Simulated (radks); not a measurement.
Values are calculated unless marked as measured or tabulated.
All-electron atom: Mn3+ in [Ar] 3d4 (the NIST ground configuration).

Code: a radial shooting solver on a logarithmic mesh with Libxc functionals. Model: scalar-relativistic Kohn-Sham, PBE, spin-unpolarised, spherical densities, point nucleus.

Energy parts (hartree):
part                       energy
total                 -1156.21819
kinetic                1169.06391
electron-nucleus      -2730.91729
Hartree                 456.61456
exchange-correlation    -50.97937

Orbitals (lengths in bohr, moments of r in powers of bohr):
1s: occ. 2; eigenvalue (hartree) -237.6375; <r^4> 0.00006401
2s: occ. 2; eigenvalue (hartree) -28.70325; <r^4> 0.01487
2p: occ. 6; eigenvalue (hartree) -24.52193; <r^4> 0.01150
3s: occ. 2; eigenvalue (hartree) -4.47718; <r^4> 1.078
3p: occ. 6; eigenvalue (hartree) -3.31818; <r^4> 1.475
3d: occ. 4; eigenvalue (hartree) -1.51419; <r^4> 4.145

The highest occupied level is 3d at -41.203 eV. Summed over all electrons, <r^2> = 13.32 bohr^2, which gives a Langevin (diamagnetic) susceptibility term of -10.6 x 10^-6 cm^3/mol. The density falls to 0.001 e/bohr^3 at r = 2.77 bohr.
